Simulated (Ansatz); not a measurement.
**Energy profile**

The step: BHCl₂ ([Cl][BH][Cl]) + HF → BCl₂F ([F][B]([Cl])[Cl]) + H₂; bonds formed: B1–F6, H2–H5; bonds broken: B1–H2, H5–F6 (atoms numbered as in the saddle structure below).

```xyz
6
angstrom
B -0.1584 -0.1860 -0.1827
H 0.4952 0.9049 -0.5151
Cl 0.6258 -1.6168 -0.8410
Cl -1.8949 0.0443 -0.3466
H 0.6348 0.8013 0.5447
F 0.2975 0.0524 1.3409
```

Electronic energies by CCSD(T) at an estimated basis limit (MP2 extrapolated from triple and quadruple zeta, plus CCSD(T) − MP2 in triple zeta), on PBE0-D4/def2-TZVP structures; BH2Cl2F, closed shell; no counterpoise correction. Computed with Ansatz 0.2.0 (basis: def2-TZVPP and def2-QZVPP); correlated methods freeze the cores. Extrapolation: Hartree–Fock as exp(−7.88 √X), correlation as X^−2.97.

Q: Give the profile in kJ/mol, counted from the separated reactants. (Judge from chemistry; the value comes from the calculation.)

A: Computed:
| point | kJ/mol |
| --- | --- |
| separated: BHCl2 (linked as [Cl][BH][Cl]; B1, H2, Cl3, Cl4; singlet) + HF (H5, F6; singlet) | 0.0 |
| start structure | -6.2 |
| saddle | 104.5 |
| end structure | -108.8 |
| separated: BCl2F (linked as [F][B]([Cl])[Cl]; B1, Cl3, Cl4, F6; singlet) + H2 (H2, H5; singlet) | -105.8 |

The T1 diagnostic stays at or below 0.012. The start structure is not quite a true minimum (one mode of 89i cm⁻¹).

For scale, one of the runs: CCSD(T)/def2-TZVPP, 174 basis functions, launched by `ansatz run in.yaml --threads 2 --pin off --events-out ev --progress --plain --max-ram 4352MiB`. The run took 41 s on 2 CPU threads of an Arm Neoverse V1 (shared host), with 1.5 GiB of host memory at its peak.
